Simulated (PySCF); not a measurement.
BF3.

```xyz
4

F      1.3156     0.0000     0.0000
B      0.0000     0.0000     0.0000
F     -0.6578    -1.1394     0.0000
F     -0.6578     1.1394     0.0000
```

Geometry optimised at B3LYP-D3(BJ)/def2-TZVP.

These are B3LYP/pcSseg-2 (PySCF) values and carry that method's errors. Non-relativistic, no solvent.

Task: Give the absolute GIAO shielding of each atom: isotropic value and principal components (ppm). (Estimate from the structure and the level; the computed values follow.)

Result: 
```
atom  σ(iso)    σ11    σ22    σ33   span
----  ------  -----  -----  -----  -----
F1     303.1  179.8  358.5  371.0  191.2
B2      86.3   74.6   92.2   92.2   17.6
F3     303.1  179.8  358.5  371.0  191.2
F4     303.1  179.8  358.5  371.0  191.2
```
